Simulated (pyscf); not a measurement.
•H₂C–NH–CH₃ (SMILES [CH2]NC), doublet

Gas-phase minimum from PySCF at ωB97X-D3(BJ)/def2-SVP, one conformer. •H₂C–NH–CH₃ lies 8.4 kcal/mol over its isomer H₃C–CH•–NH₂, and others may lie lower still (electronic energy, ωB97M-D3(BJ)). 

```
N
H 1 1.0145
C 1 1.3866 2 114.69
H 3 1.0935 1 116.55 2 -34.54
H 3 1.0950 4 118.45 1 146.41
C 1 1.4461 2 114.23 3 143.17
H 6 1.1007 1 110.02 2 46.42
H 6 1.1023 7 107.63 1 -119.15
H 6 1.1083 7 108.55 8 -116.23
```
Charge 0, spin multiplicity 2.

Properties at ωB97X-D3(BJ)/def2-SVP:

```
Property                                                                                                                                                                                                                                    Result
---------------------------------------------------------------------------------------------------------------------  ---------------------------------------------------------------------------------------------------------------------------
Harmonic wavenumbers, unscaled                                                                                         197, 323, 392, 623, 653, 997, 1045, 1141, 1260, 1322, 1436, 1468, 1472, 1490, 1557, 3017, 3114, 3157, 3163, 3280, 3639 cm⁻¹
Zero-point energy                                                                                                                                                                                                                    49.7 kcal/mol
Rotational symmetry number                                                                                                                                                                                                                       1
Entropy of this conformer at 298 K and 1 atm, rigid rotor and harmonic oscillator, modes under 100 cm⁻¹ raised to 100                                                                                                              277.3 J/(mol K)
Dipole moment                                                                                                                                                                                                                               1.26 D
Spin expectation value S2                                                                                                                                                                                                                    0.753
```

Single-point totals, which compare only within one level (frozen core for MP2 and CC):

```tsv
level	total energy (hartree)
ωB97X-D3(BJ)/def2-TZVP	-134.62123
PBE/def2-TZVP	-134.37772
r²SCAN/def2-TZVP	-134.47551
B3LYP-D3(BJ)/def2-TZVP	-134.57424
PBE0-D3(BJ)/def2-TZVP	-134.39819
M06-2X/def2-TZVP	-134.48595
ωB97M-D3(BJ)/def2-TZVP	-134.58769
UHF/def2-TZVPP	-133.67326
MP2/def2-TZVPP	-134.21505
CCSD/def2-TZVPP	-134.25023
CCSD(T)/def2-TZVPP	-134.27200
```

Soft torsions are taken as harmonic, which can shift the entropy by several J/(mol K). The CCSD(T) − MP2 part came from Ansatz, without density fitting, on the same reference.
